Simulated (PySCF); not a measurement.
Computed shifts of a molecule C₃H₄F₂Si, PBE/pcSseg-1 run with PySCF, GIAO, gas phase, atoms alike by connectivity averaged where their shifts nearly agree, in ppm (number of nuclei): ¹⁹F: -138.4 (2). ¹³C: 116.5 (1), 109.8 (1), 90.8 (1). ²⁹Si: -97.3 (1). ¹H: 7.03 (1), 4.79 (3). References: ¹⁹F against CFCl3 (σ = 133.6 ppm); ¹³C against TMS (σ = 182.0 ppm); ²⁹Si against TMS (σ = 335.4 ppm); ¹H against TMS (σ = 31.49 ppm), references at their B3LYP-D3(BJ)/def2-TZVP geometries, non-relativistic. The structure is a stationary point at PBE-D3(BJ)/def2-SVP. One conformer was computed; it need not be the lowest.

Task: Pick the molecule that these values belong to.
(A) C#C[SiH2]C(F)F
(B) FC(F)C#C[SiH3]
(C) FC=C=C(F)[SiH3]
(D) C#CC(F)(F)[SiH3]

Result: B, FC(F)C#C[SiH3]
